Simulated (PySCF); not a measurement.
# Stationary points of VOI₃

All numbers come from PBE0 in PySCF with V def2-SVP, O def2-SVP, I def2-SVP with ECP28; scalar-relativistic core potentials, no spin–orbit coupling; density-fitted integrals.

Relaxations began from a few typed shapes. The search is not exhaustive: other isomers or separated fragments can lie lower, and high-lying points may rest on an excited occupation.

**Question.** Which is the lowest minimum found?
A. singlet C2v: V–I 2.563 Å (×2), V–I 2.777 Å, V–O 1.526 Å; I–V–I 85.4° (×2), I–V–I 170.8°, I–V–O 94.6° (×2), I–V–O 180.0°
B. singlet C3v: V–I 2.495 Å (×3), V–O 1.527 Å; I–V–I 111.1° (×3), I–V–O 107.8° (×3)
C. singlet C3v: V–I 2.495 Å (×3), V–O 1.527 Å; I–V–I 111.3° (×3), I–V–O 107.5° (×3)

**Answer.** B. The others lie at 0.4 (singlet C3v), 269.0 (singlet C2v, a saddle point) kJ/mol above it.

Formally V is in oxidation state +5, d0. The polar-tensor charge on V, 1.60, is far below the formal one.
